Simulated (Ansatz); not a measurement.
A nudged elastic band was laid between two geometries of Cl3H4N2Ta + H4Si (15 atoms, charge 0, multiplicity 1).

The calculation used Ansatz 0.2.0, RKS PBE/def2-SVP.

* movable images: 5
* climbing image: yes
* spring: 5.0 eV/Å²
* optimiser: quadratic models (default)
* start path: straight line
* force threshold: 0.05 eV/Å
* iteration limit: 60
* end points: relaxed

Initial state:

```xyz
15
Properties=species:S:1:pos:R:3
Ta -0.036 0.818 0.244
N 1.862 0.560 -0.113
H 2.562 0.188 0.538
H 2.280 0.770 -1.029
N -0.302 0.243 2.134
H -0.672 -0.675 2.406
H -0.350 0.900 2.921
Cl -1.076 1.642 -1.706
Cl -0.045 2.997 1.175
Cl -0.885 -1.347 -0.249
Si 1.804 -3.589 -1.591
H 1.122 -4.260 -0.434
H 0.827 -3.347 -2.704
H 2.914 -4.474 -2.089
H 2.397 -2.282 -1.143
```

Final state:

```xyz
15
Properties=species:S:1:pos:R:3
Ta -0.104 -0.054 -0.139
N 2.256 0.277 -0.291
H 2.729 -0.096 0.545
H 2.482 1.282 -0.339
N 0.111 -1.050 1.566
H 0.379 -2.019 1.767
H -0.209 -0.586 2.430
Cl 0.136 0.252 -2.493
Cl 0.221 2.045 0.945
Cl -2.409 -0.287 -0.321
Si 0.874 -2.462 -0.923
H 1.205 -3.387 0.238
H -0.103 -3.213 -1.795
H 2.163 -2.371 -1.720
H 2.672 -0.187 -1.112
```

(1) What changes between the two ends?

(2) What energy profile does the band end with?

(3) What is the geometry of the highest image?

Results:

(1) Bonds broken: Si11–H15. Bonds formed: Ta1–Si11, N2–H15. Cl3H4N2Ta + H4Si becomes Cl3H8N2SiTa.

(2) The run converged. The highest image is number 4 of 0 to 6, 1.25 eV above the first end and 1.18 eV above the last; the last end lies 0.07 eV above the first. Another band between the same ends (5 images) ends at a top of the same energy, where a vibrational analysis finds 1 clearly imaginary mode. The orbitals stay closed-shell, which can raise the energy where a bond breaks towards radicals; this wasn't checked here.

```csv
image,path coordinate (Å),energy (eV),Si11–H15 (Å),Ta1–Si11 (Å),N2–H15 (Å)
0,0.00,0.00,1.50,5.12,3.07
1,1.53,0.03,1.50,4.85,2.99
2,3.06,0.13,1.50,4.39,2.85
3,4.60,0.23,1.52,3.67,2.53
4,6.13,1.25,1.86,2.94,1.38
5,8.34,0.21,2.61,2.72,1.03
6,10.55,0.07,2.90,2.71,1.03
```

(3) 
```xyz
15
Properties=species:S:1:pos:R:3
Ta 0.025 0.041 -0.080
N 2.139 0.281 0.025
H 2.757 -0.009 0.790
H 2.666 0.764 -0.712
N 0.441 -0.558 1.771
H -0.295 -1.057 2.290
H 1.257 -0.418 2.374
Cl 0.498 0.893 -2.257
Cl -1.296 1.915 0.427
Cl -1.855 -1.374 -0.207
Si 1.024 -2.482 -1.214
H 0.661 -3.545 -0.212
H 0.158 -2.599 -2.435
H 2.443 -2.783 -1.663
H 1.780 -0.926 -0.538
```

The run took 8 min on 4 threads of Arm Neoverse V1, on a shared host, peak memory 0.3 GiB.
